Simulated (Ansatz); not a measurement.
```yaml
crystal:
  periodic: [false, false, false]
  atoms:
    - {symbol: Au, position_ang: [-0.020429, 0.010974, -1.643009]}
    - {symbol: P, position_ang: [0.005587, -0.000454, 0.655874]}
    - {symbol: F, position_ang: [-1.137269, 0.796617, 1.440012]}
    - {symbol: F, position_ang: [1.289703, 0.590577, 1.402859]}
    - {symbol: F, position_ang: [-0.103362, -1.409482, 1.403537]}
    - {symbol: H, position_ang: [-0.034230, 0.011769, -3.259283]}
basis:
  gaussian: {orbitals: def2-TZVP}
hamiltonian: {xc: {name: rPW86-PBE}}
scf: {omitted_lower_state_checks: [starts]}
```

```sh
$ ansatz run in.yaml --threads 4 --pin off --events-out ev --progress --plain --max-ram 3916MiB
```

It prints (some lines left out):

```
Functional definition: rPW86-PBE
1140 factors; their error is unknown
mean field evaluation 1: about -21179.4014 eV, gradient 5.8e1 eV
mean field evaluation 2: about -21159.3895 eV, gradient 1.3e2 eV
mean field evaluation 4: about -21184.1085 eV, gradient 6.6e0 eV
mean field evaluation 8: about -21184.1903 eV, gradient 1.1e-1 eV
mean field evaluation 16: about -21184.1807 eV, gradient 1.2e-4 eV
mean field -21184.18074287 eV, -778.5042831470 hartree, gradient 5.1e-5 eV, S^2 0.000000; 0 other end points of the search recorded, 0 dependent functions left out
reference -21184.18084417 eV, -778.5042868699 hartree; 31, 31 occupied and 145, 145 virtual orbitals, 1140 factors
Total energy: -21184.18084417 eV, -778.5042868699 hartree
Checks for a lower state left out: starts
```

It took 7 s on 4 threads of Intel Xeon on a shared host.

In the def2 sets Au takes a core potential; there is no spin–orbit coupling.
